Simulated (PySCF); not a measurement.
Computed shifts of a molecule C2H6F2Si, PBE/pcSseg-1 (PySCF), GIAO, gas phase, atoms alike by connectivity averaged where their shifts nearly agree, in ppm (number of nuclei): ¹³C: 84.0 (1), -2.6 (1). ²⁹Si: 24.5 (1). ¹⁹F: -233.1 (1), -329.4 (1). ¹H: 5.78 (1), 5.04 (1), 4.61 (1), 0.47 (3). References: ¹³C against TMS (σ = 182.0 ppm); ²⁹Si against TMS (σ = 335.4 ppm); ¹⁹F against CFCl3 (σ = 133.6 ppm); ¹H against TMS (σ = 31.49 ppm), references at their B3LYP-D3(BJ)/def2-TZVP geometries, non-relativistic. Coordinates come from a PBE0-D3(BJ)/def2-SVP optimisation. Other conformers were not sampled.

Q: Which molecule gave these data?
(A) C[Si@H](F)CF
(B) CC[SiH](F)F
(C) CC(F)(F)[SiH3]
(D) C[C@@H](F)[SiH2]F

A: A, C[Si@H](F)CF
